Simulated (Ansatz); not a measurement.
CHAlOS, 5 atoms. Total charge 0; spin multiplicity 1. The bonds changed during the relaxation, so this is another structure than the one it started from. All runs use 2 threads of an Arm Neoverse V1 on a shared host. Correlated methods freeze the cores. Open-shell runs search over several starts.

Task: How many basis functions does each run have, and how long does it take in Ansatz? direct RPA on PBE orbitals/def2-TZVPP energy; RHF-MP2/def2-QZVPP energy; RKS PBE0-D4/def2-TZVP frequencies; UHF-MP2/def2-QZVPP energy of the cation; UKS ωB97X-V/def2-TZVPP energy of the cation; RKS ωB97M-V/def2-SVP energy; UHF-CCSD(T)/def2-TZVPP energy of the cation; RKS ωB97X-V/def2-TZVPP energy; RKS B2PLYP (frozen core)/def2-TZVPP energy; RKS HSE06 (plane-wave form)-D4/def2-TZVPP energy; UKS PBE-D4/def2-TZVPP energy of the cation; RHF-CCSD(T)/def2-SVP energy. (An estimate is asked.)

Result: Ansatz gave: Other jobs shared the machine, so times are rough.

```
                                    level                   job  functions  wall time  peak host memory (GiB)
                     RHF-CCSD(T)/def2-SVP                energy         69      1.1 s                    0.14
RKS HSE06 (plane-wave form)-D4/def2-TZVPP                energy        160      2.3 s                    0.33
      RKS B2PLYP (frozen core)/def2-TZVPP                energy        160      3.7 s                    0.27
    direct RPA on PBE orbitals/def2-TZVPP                energy        160      4.4 s                    0.28
                     RKS ωB97M-V/def2-SVP                energy         69      4.7 s                    0.18
                   RKS ωB97X-V/def2-TZVPP                energy        160        6 s                    0.39
                    UKS PBE-D4/def2-TZVPP  energy of the cation        160      6.5 s                    0.32
                       RHF-MP2/def2-QZVPP                energy        284      9.5 s                    0.83
                   UKS ωB97X-V/def2-TZVPP  energy of the cation        160       31 s                     0.7
                       UHF-MP2/def2-QZVPP  energy of the cation        284       47 s                    0.95
                    RKS PBE0-D4/def2-TZVP           frequencies        142       51 s                    0.27
                   UHF-CCSD(T)/def2-TZVPP  energy of the cation        160       80 s                     2.6
```
